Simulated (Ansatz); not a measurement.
Reaction (ligand exchange at the Si–C bond): `C[SiH2]C=N` + H–F → `N=C[SiH2]F` + CH₄

Calculated with Ansatz (gas phase, PBE0-D4/def2-TZVP geometries, no zero-point term in ΔE). CCSD(T)/CBS adds triple-zeta CCSD(T) − MP2 to the extrapolated MP2 energy (def2 sets, frozen cores). This one scheme is used for every species. Functionals use def2-TZVPP. B3LYP here is the variant with VWN-RPA as its local correlation; programs differ in this. HSE06 is defined as in plane-wave codes. Each species was taken in one conformer, which may not be the lowest.

`C[SiH2]C=N`:

Cartesian coordinates in Å:
```
C -0.817 1.275 -0.727
Si 0.463 -0.072 -0.523
C 0.516 -0.697 1.262
N 0.292 -1.886 1.647
H -0.840 1.633 -1.759
H -1.813 0.907 -0.470
H -0.590 2.126 -0.081
H 1.809 0.447 -0.895
H 0.147 -1.258 -1.367
H 0.752 0.019 2.062
H 0.081 -2.494 0.851
```

H–F:

```xyz
2

F     0.221    0.358    0.186
H    -0.221   -0.358   -0.186
```

`N=C[SiH2]F`:

```xyz
8

N    -0.803   -1.602   -0.425
C     0.256   -0.948   -0.175
Si    0.298    0.891    0.221
F    -1.224    1.385    0.160
H    -1.629   -1.000   -0.383
H     1.195   -1.516   -0.198
H     0.824    1.143    1.584
H     1.083    1.647   -0.784
```

CH₄:

Z-matrix (Å, degrees):
```
C
H 1 1.090
H 1 1.090 2 109.5
H 1 1.090 2 109.5 3 -120.0
H 1 1.090 2 109.5 3 120.0
```

```
           level  ΔE (kJ/mol)  difference from CCSD(T)/CBS
          PBE-D4       -128.2                          7.0
         ωB97X-V       -139.9                         -4.7
          B2PLYP       -145.7                        -10.5
          revPBE       -132.4                          2.8
            BLYP       -149.0                        -13.8
          r2SCAN       -143.3                         -8.1
           B3LYP       -148.3                        -13.1
           HSE06       -131.9                          3.3
         LC-ωPBE       -135.9                         -0.7
CCSD(T)/def2-SVP       -138.0                         -2.8
   HF/def2-TZVPP       -159.9                        -24.7
  MP2/def2-TZVPP       -135.6                         -0.4
 CCSD/def2-TZVPP       -138.9                         -3.7
   HF/def2-QZVPP       -161.4                        -26.2
    HF/CBS(def2)       -161.6                        -26.4
  CCSD/CBS(def2)       -138.1                         -2.9
     CCSD(T)/CBS       -135.2                            0
```

Largest T1 diagnostic among the species: 0.012.

From BLYP to BHLYP (50 % exact exchange), in def2-TZVPP and without D4, ΔE moves by −3.4 kJ/mol. The D4 term adds +5.6 kJ/mol with B3LYP and +3.2 kJ/mol with PBE0; it sums over pairs of atoms, weighted by their polarisabilities, and B3LYP, whose exchange is more repulsive, gets the larger term.
